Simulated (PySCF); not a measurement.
**Löwdin shares of the frontier orbitals**

Species: C₂H₇FS₂Si.
Geometry (GFN2-xTB, Å), atoms numbered from 1 in this order:
```xyz
13
C2H7FS2Si angstrom
F     -3.1488   -0.7307   -0.1416
C     -2.2427    0.1957   -0.5564
S     -1.1480    0.7072    0.7916
C     -0.0935   -0.7749    0.8391
S      0.9373   -0.9996   -0.6413
Si     2.3820    0.5719   -0.3567
H     -1.6377   -0.2526   -1.3504
H     -2.7872    1.0771   -0.8998
H     -0.7353   -1.6491    0.9198
H      0.5348   -0.6820    1.7205
H      1.6652    1.8391   -0.3705
H      3.2628    0.3782   -1.4926
H      3.0067    0.3201    0.9367
```

Method: PySCF 2.14.0, density-fitted response routines, TDDFT PBE0/def2-SVPD, vertical, gas phase, core orbitals frozen in the response.

Frontier orbitals with the atoms that hold most of them (Löwdin shares over 4%, at most four atoms; ? is withheld):

```tsv
orbital	ε (eV)	atoms
LUMO+2	0.45	Si6 31%, S3 21%, S5 13%, H13 10%
LUMO+1	-0.02	S5 24%, S3 23%, Si6 17%, C4 10%
LUMO	-0.28	?
HOMO	-6.96	?
HOMO-1	-7.42	S5 34%, S3 33%, C4 12%, Si6 6%
HOMO-2	-8.68	S5 41%, S3 16%, Si6 12%, C4 10%
HOMO-3	-9.56	S3 31%, S5 19%, F1 17%, C2 12%
```

Problem. Give the leading atoms of the HOMO.

Solution. S3 (bonded to 2 C) 42%; S5 (bonded to C and Si) 40%; C4 (bonded to 2 S and 2 H) 4%. By element: sulfur 82%, carbon 4% or more.

Problem. Which atoms hold the LUMO, and with what shares?

Solution. Si6 (bonded to S and 3 H) 28%; S5 (bonded to C and Si) 22%; S3 (bonded to 2 C) 13%; H13 (bonded to Si) 8%. By element: sulfur 35%, silicon 28%, hydrogen 8% or more.

Problem. The HOMO–LUMO gap is 6.68 eV. Where does the response calculation put the lowest singlet, and from which orbitals?

Solution. S1 is at 5.35 eV (f = 0.0020), 1.33 eV below the gap, made of HOMO→LUMO (84%), HOMO→LUMO+1 (10%). Without the coupling terms of the response equations the lowest excitation would equal the gap.

Next come S2 at 5.65 eV (f 0.020), HOMO-1→LUMO (43%), HOMO→LUMO+1 (41%); S3 at 5.86 eV (f 0.027), HOMO→LUMO+1 (39%), HOMO-1→LUMO (22%), HOMO-1→LUMO+1 (20%); S4 at 6.17 eV (f 0.021), HOMO-1→LUMO+1 (47%), HOMO-1→LUMO (28%), HOMO→LUMO+3 (9%); S5 at 6.35 eV (f 0.012), HOMO→LUMO+2 (56%), HOMO→LUMO+3 (17%), HOMO→LUMO+4 (13%).

Hardware: an Arm Neoverse V1 with one thread, no GPU, on a shared host. Cost: 38 s, 0.80 GiB resident at most.

One conformer stands for the species.
